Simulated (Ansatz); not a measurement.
C10H18ClHfN (`CC[C@@]12[C@H]3[C@H]4[C@H]5[C@@H]1[Hf]4532([CH3])([Cl])[N](C)C`). The species carries charge 0 and has multiplicity 1. Hf: def2 effective core potential. The structure was optimised at the PBE0-D4/def2-TZVP level. It is one conformer, not always the lowest.

```xyz
31

C    -0.992   -2.971   -2.061
C    -2.011   -2.051   -1.412
C    -1.529   -0.652   -1.182
C    -2.028    0.242   -0.202
C    -1.374    1.488   -0.344
C    -0.434    1.356   -1.384
C    -0.529    0.038   -1.896
Hf    0.356   -0.099    0.491
C     2.275   -0.490   -0.588
Cl   -0.142   -2.124    1.649
N     0.932    1.242    1.900
C     1.607    2.459    1.525
C     0.577    1.220    3.298
H    -1.411   -3.969   -2.202
H    -0.098   -3.071   -1.439
H    -0.683   -2.603   -3.042
H    -2.909   -2.003   -2.040
H    -2.332   -2.474   -0.456
H    -2.795    0.007    0.523
H    -1.545    2.369    0.256
H     0.245    2.121   -1.733
H     0.073   -0.363   -2.697
H     3.027   -0.769    0.162
H     2.206   -1.313   -1.307
H     2.665    0.378   -1.131
H     0.992    3.350    1.725
H     1.858    2.460    0.459
H     2.551    2.579    2.075
H    -0.090    2.055    3.563
H     0.070    0.288    3.557
H     1.469    1.300    3.935
```

(1) What is the dipole moment at PBE/def2-TZVPP? (An estimate is asked.)

(2) And with r2SCAN, B3LYP, ωB97M-V? (Best estimate.)

(3) Give the Mulliken charges with PBE, B3LYP, r2SCAN in def2-TZVPP. (Estimate.)

Answers

(1) Computed: 2.41 D, with components (-0.77, 2.22, -0.54) D in this frame, pointing from negative to positive charge.

(2) The calculation gave: r2SCAN 2.50 D, B3LYP 2.54 D, ωB97M-V 2.60 D.

(3) Computed: 
```csv
atom,PBE,B3LYP,r2SCAN
C1,-0.26,-0.26,-0.16
C2,-0.08,-0.09,-0.03
C3,-0.01,0.00,0.04
C4,-0.16,-0.20,-0.18
C5,-0.09,-0.12,-0.08
C6,-0.15,-0.18,-0.14
C7,-0.13,-0.17,-0.14
Hf8,0.51,0.74,0.65
C9,-0.49,-0.53,-0.44
Cl10,-0.30,-0.33,-0.34
N11,-0.20,-0.28,-0.30
C12,-0.16,-0.17,-0.04
C13,-0.16,-0.17,-0.03
H14,0.08,0.08,0.04
H15,0.10,0.09,0.07
H16,0.08,0.07,0.05
H17,0.07,0.08,0.04
H18,0.07,0.07,0.04
H19,0.13,0.14,0.12
H20,0.13,0.14,0.11
H21,0.13,0.15,0.12
H22,0.12,0.14,0.11
H23,0.11,0.10,0.08
H24,0.09,0.09,0.07
H25,0.09,0.09,0.07
H26,0.07,0.08,0.04
H27,0.08,0.08,0.05
H28,0.09,0.09,0.05
H29,0.07,0.08,0.04
H30,0.08,0.09,0.05
H31,0.08,0.09,0.05
```

B3LYP here is the variant with VWN-RPA as its local correlation; programs differ in this.
